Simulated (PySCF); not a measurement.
CH3Mg, doublet, at a GFN2-xTB geometry (such geometries of metal compounds can be far from the true shape) (the spin is typed, not shown lowest), with bond 1-2 at 2.2 times its length; PBE/STO-3G (PySCF).

Here is a job for PySCF.
```python
from pyscf import gto, scf, dft

mol = gto.M(
    atom='''
Mg   -2.55070577   -1.54208696   -2.02787786
C     0.84148593    0.50873938    0.66900334
H     1.39079728   -0.24323880    1.24644507
H     0.40242325    1.22235601    1.37513956
H     1.56289657    1.04989940    0.04661630
''',
    basis='sto-3g',
    spin=1,
    verbose=4,
)

mf = dft.UKS(mol)
mf.xc = 'pbe'
mf.kernel()
mo_i, mo_e, stable_i, stable_e = mf.stability(internal=True, external=False, return_status=True, nroots=6, tol=1e-6)
print('internally stable:', stable_i, ' externally stable:', stable_e)
if not stable_i:
    umf = mf.copy()
    umf.scf_summary = {}
    umf.kernel(umf.make_rdm1(mo_i, mf.mo_occ))
mf.analyze()
```

Task: What does PySCF print? Leave out banner, timings and long lists.

Result: 
```
PySCF version 2.14.0

[INPUT] verbose = 4
[INPUT] num. atoms = 5
[INPUT] num. electrons = 21
[INPUT] charge = 0
[INPUT] spin (= nelec alpha-beta = 2S) = 1
[INPUT] symmetry False subgroup None
[INPUT] Mole.unit = angstrom
[INPUT] Symbol           X                Y                Z      unit          X                Y                Z       unit  Magmom
[...]
nuclear repulsion = 21.1393826734451
number of shells = 11
number of NR pGTOs = 51
number of NR cGTOs = 17
basis = sto-3g
ecp = {}

******** <class 'pyscf.dft.uks.UKS'> ********
method = UKS
initial guess = minao
damping factor = 0
level_shift factor = 0
DIIS = <class 'pyscf.scf.diis.CDIIS'>
diis_start_cycle = 1
diis_space = 8
diis_damp = 0
SCF conv_tol = 1e-09
SCF conv_tol_grad = None
SCF max_cycles = 50
direct_scf = True
direct_scf_tol = 1e-13
number electrons alpha = 11  beta = 10
XC library pyscf.dft.libxc version 7.1.2
    S. Lehtola, C. Steigemann, M. J. T. Oliveira, and M. A. L. Marques,  SoftwareX 7, 1–5 (2018)
XC functionals = pbe
    J. P. Perdew, K. Burke, and M. Ernzerhof,  Phys. Rev. Lett. 77, 3865 (1996)
    J. P. Perdew, K. Burke, and M. Ernzerhof,  Phys. Rev. Lett. 78, 1396 (1997)
    J. P. Perdew, K. Burke, and M. Ernzerhof,  Phys. Rev. Lett. 77, 3865 (1996)
    J. P. Perdew, K. Burke, and M. Ernzerhof,  Phys. Rev. Lett. 78, 1396 (1997)
radial grids:
    Treutler-Ahlrichs [JCP 102, 346 (1995); DOI:10.1063/1.469408] (M4) radial grids

becke partition: Becke, JCP 88, 2547 (1988); DOI:10.1063/1.454033
pruning grids: <function nwchem_prune>
grids dens level: 3
symmetrized grids: False
atomic radii adjust function: <function treutler_atomic_radii_adjust>
small_rho_cutoff = 0
Set gradient conv threshold to 3.16228e-05
tot grids = 62128
init E= -236.29831423135

cycle= 1 E= -236.305591273478  delta_E= -0.00728  |g|= 0.399  |ddm|= 1.95
cycle= 2 E= -233.659869426066  delta_E= 2.65  |g|= 0.875  |ddm|= 3.09
cycle= 3 E= -236.368546751858  delta_E= -2.71  |g|= 0.23  |ddm|= 3.05
cycle= 4 E= -235.613487393888  delta_E= 0.755  |g|= 0.498  |ddm|= 2.52

cycle= 5 E= -236.568000183229  delta_E= -0.955  |g|= 0.151  |ddm|= 1.79
cycle= 6 E= -236.574270861411  delta_E= -0.00627  |g|= 0.118  |ddm|= 0.0745
cycle= 7 E= -236.579050045522  delta_E= -0.00478  |g|= 0.0803  |ddm|= 0.0514
cycle= 8 E= -236.359443939903  delta_E= 0.22  |g|= 0.262  |ddm|= 1.77
cycle= 9 E= -236.588661353021  delta_E= -0.229  |g|= 0.023  |ddm|= 1.66
cycle= 10 E= -236.431564777569  delta_E= 0.157  |g|= 0.264  |ddm|= 1.39
cycle= 11 E= -236.35935320896  delta_E= 0.0722  |g|= 0.259  |ddm|= 0.584
cycle= 12 E= -236.360342911758  delta_E= -0.00099  |g|= 0.257  |ddm|= 0.00981
cycle= 13 E= -236.366074733976  delta_E= -0.00573  |g|= 0.252  |ddm|= 0.0803
cycle= 14 E= -236.364077480451  delta_E= 0.002  |g|= 0.253  |ddm|= 0.0277
cycle= 15 E= -236.370817126884  delta_E= -0.00674  |g|= 0.252  |ddm|= 0.0886
cycle= 16 E= -236.584912517694  delta_E= -0.214  |g|= 0.0435  |ddm|= 1.69
cycle= 17 E= -236.582022257858  delta_E= 0.00289  |g|= 0.0521  |ddm|= 0.192
cycle= 18 E= -236.584299503796  delta_E= -0.00228  |g|= 0.0446  |ddm|= 0.155
cycle= 19 E= -236.36274127063  delta_E= 0.222  |g|= 0.253  |ddm|= 1.73
cycle= 20 E= -236.371780265522  delta_E= -0.00904  |g|= 0.252  |ddm|= 0.126
cycle= 21 E= -236.370725305807  delta_E= 0.00105  |g|= 0.252  |ddm|= 0.0126
cycle= 22 E= -236.370748386226  delta_E= -2.31e-05  |g|= 0.252  |ddm|= 0.000518
cycle= 23 E= -236.369114986689  delta_E= 0.00163  |g|= 0.251  |ddm|= 0.0206
cycle= 24 E= -236.367179322341  delta_E= 0.00194  |g|= 0.251  |ddm|= 0.0259
cycle= 25 E= -236.380053849112  delta_E= -0.0129  |g|= 0.254  |ddm|= 0.143
cycle= 26 E= -236.353093037192  delta_E= 0.027  |g|= 0.276  |ddm|= 0.281
cycle= 27 E= -235.537333894094  delta_E= 0.816  |g|= 0.598  |ddm|= 2.55
cycle= 28 E= -235.547594000735  delta_E= -0.0103  |g|= 0.586  |ddm|= 0.0208
cycle= 29 E= -235.549328261546  delta_E= -0.00173  |g|= 0.584  |ddm|= 0.0035
cycle= 30 E= -235.561619668828  delta_E= -0.0123  |g|= 0.568  |ddm|= 0.026
[...]
SCF not converged.
<class 'pyscf.dft.uks.UKS'> wavefunction has an internal instability
internally stable: False  externally stable: None
[...]
cycle= 27 E= -236.35355655197  delta_E= 0.00681  |g|= 0.275  |ddm|= 0.0551
cycle= 28 E= -235.582268215501  delta_E= 0.771  |g|= 0.542  |ddm|= 2.54
cycle= 29 E= -235.58526524123  delta_E= -0.003  |g|= 0.538  |ddm|= 2.01
cycle= 30 E= -235.557896021209  delta_E= 0.0274  |g|= 0.573  |ddm|= 2.01
cycle= 31 E= -235.562218416469  delta_E= -0.00432  |g|= 0.567  |ddm|= 0.691
cycle= 32 E= -235.612095593566  delta_E= -0.0499  |g|=  0.5  |ddm|= 0.719

cycle= 33 E= -236.575896552451  delta_E= -0.964  |g|= 0.103  |ddm|= 1.79
cycle= 34 E= -236.581104918312  delta_E= -0.00521  |g|= 0.0588  |ddm|= 0.0833
cycle= 35 E= -236.581695221782  delta_E= -0.00059  |g|= 0.051  |ddm|= 0.0285

cycle= 36 E= -236.355223993191  delta_E= 0.226  |g|= 0.271  |ddm|= 1.77
cycle= 37 E= -236.582169029544  delta_E= -0.227  |g|= 0.0467  |ddm|= 1.77
cycle= 38 E= -236.581768639504  delta_E= 0.0004  |g|= 0.0504  |ddm|= 0.0293
cycle= 39 E= -236.582346988844  delta_E= -0.000578  |g|= 0.0467  |ddm|= 0.0534
cycle= 40 E= -236.5821948056  delta_E= 0.000152  |g|= 0.0476  |ddm|= 0.0131
cycle= 41 E= -236.359831764179  delta_E= 0.222  |g|= 0.26  |ddm|= 1.76
cycle= 42 E= -236.358804354567  delta_E= 0.00103  |g|= 0.261  |ddm|= 0.0213
cycle= 43 E= -236.357341802291  delta_E= 0.00146  |g|= 0.265  |ddm|= 0.0134
cycle= 44 E= -236.376624557952  delta_E= -0.0193  |g|= 0.256  |ddm|= 0.235
cycle= 45 E= -236.355609677004  delta_E= 0.021  |g|= 0.269  |ddm|= 0.247
cycle= 46 E= -236.355711008073  delta_E= -0.000101  |g|= 0.269  |ddm|= 0.000846
cycle= 47 E= -236.354447266388  delta_E= 0.00126  |g|= 0.273  |ddm|= 0.0069
cycle= 48 E= -236.583299934189  delta_E= -0.229  |g|= 0.0442  |ddm|= 1.76
cycle= 49 E= -236.582367852498  delta_E= 0.000932  |g|= 0.0482  |ddm|= 0.0677
cycle= 50 E= -236.376706346966  delta_E= 0.206  |g|= 0.255  |ddm|= 1.72
SCF not converged.
SCF energy = -236.376706346966 after 50 cycles  <S^2> = 0.75177552  2S+1 = 2.0017747
**** SCF Summaries ****
Total Energy =                        -236.361547320294818
Nuclear Repulsion Energy =              21.139382673445120
One-electron Energy =                 -371.922947471560462
Two-electron Energy =                  114.422017477820532
Two-electron Coulomb Energy =          137.406022643552092
DFT Exchange-Correlation Energy =      -22.984005165731563
**** MO energy ****
                             alpha | beta                alpha | beta
[...]
To work with the spin densities directly, `use mulliken_meta_spin()` only printing them here.

 ** Mulliken spin pop alpha/beta on meta-lowdin orthogonal AOs **
 ** Mulliken Spin Density (per AO)  **
spin_pop of  0 Mg 1s        0.00001
spin_pop of  0 Mg 2s        0.00067
spin_pop of  0 Mg 3s        0.99709
spin_pop of  0 Mg 2px      -0.00007
spin_pop of  0 Mg 2py      -0.00007
spin_pop of  0 Mg 2pz      -0.00007
spin_pop of  0 Mg 3px       0.00008
spin_pop of  0 Mg 3py       0.00007
spin_pop of  0 Mg 3pz       0.00007
spin_pop of  1 C 1s       -0.00001
spin_pop of  1 C 2s        0.01027
spin_pop of  1 C 2px       0.01927
spin_pop of  1 C 2py       0.02258
spin_pop of  1 C 2pz       0.02128
spin_pop of  2 H 1s       -0.02372
spin_pop of  3 H 1s       -0.02371
spin_pop of  4 H 1s       -0.02375
 ** Mulliken Spin Density (per atom)  **
spin density of  0 Mg =      0.99778
spin density of  1 C =      0.07339
spin density of  2 H =     -0.02372
spin density of  3 H =     -0.02371
spin density of  4 H =     -0.02375
 ** Mulliken pop alpha/beta on meta-lowdin orthogonal AOs **
 ** Mulliken pop       alpha | beta **
[...]
In total            11.00000 | 10.00000
 ** Mulliken atomic charges   ( Nelec_alpha | Nelec_beta ) **
charge of  0Mg =      0.99776  (     6.00001      5.00223 )
charge of  1C =     -1.05134  (     3.56236      3.48897 )
charge of  2H =      0.01787  (     0.47921      0.50292 )
charge of  3H =      0.01777  (     0.47926      0.50297 )
charge of  4H =      0.01795  (     0.47915      0.50290 )
Dipole moment(X, Y, Z, Debye): -15.12658, -9.14960, -12.03197
```

Convergence was not reached.
